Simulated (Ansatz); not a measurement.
## Ligand exchange: Ge(CH3)3Br + CHCl2F → Ge(CH3)3Cl + CHBrClF

Species: Ge(CH3)3Br (bromotrimethylgermane), singlet; CHCl2F (dichlorofluoromethane) `FC(Cl)Cl`, singlet; Ge(CH3)3Cl, singlet; CHBrClF (bromochlorofluoromethane) `FC(Cl)Br`, singlet. The partners trade Br for Cl: Ge–Br and C–Cl bonds give way to Ge–Cl and C–Br.

Shapes, held fixed at every level: PBE0-D4/def2-TZVP. Programs: Ansatz 0.2.0. The zero-point and thermal change to 298 K, harmonic and unscaled (PBE0-D4/def2-TZVP), is -0.7 kJ/mol.

```
                level                    kind  ΔH(298 K) (kJ/mol)  less CCSD(T)/def2-TZVPP
     SPW92/def2-TZVPP                     LDA                +8.5                     +2.3
  BHLYP-D4/def2-TZVPP           global hybrid                +8.4                     +2.2
r2SCAN0-D4/def2-TZVPP           global hybrid                +8.8                     +2.6
   wB97M-V/def2-TZVPP  range-separated hybrid                +8.0                     +1.8
   wB97X-V/def2-TZVPP  range-separated hybrid                +7.7                     +1.5
       MP2/def2-TZVPP     perturbation theory                +6.3                     +0.1
     CCSD(T)/def2-SVP   coupled cluster or CI               +11.8                     +5.6
   CCSD(T)/def2-TZVPP   coupled cluster or CI                +6.2                      0.0
```

The highest level, CCSD(T)/def2-TZVPP, gives ΔH(298 K) = +6.2 kJ/mol; the levels span +6.2 to +11.8. The column of differences is taken from that level and isn't an error. No measured value is set beside it here. Relativity is left out for Br, Ge. Outer-core shells of Br, Ge are correlated in most correlated rows, in sets that cover them unevenly.
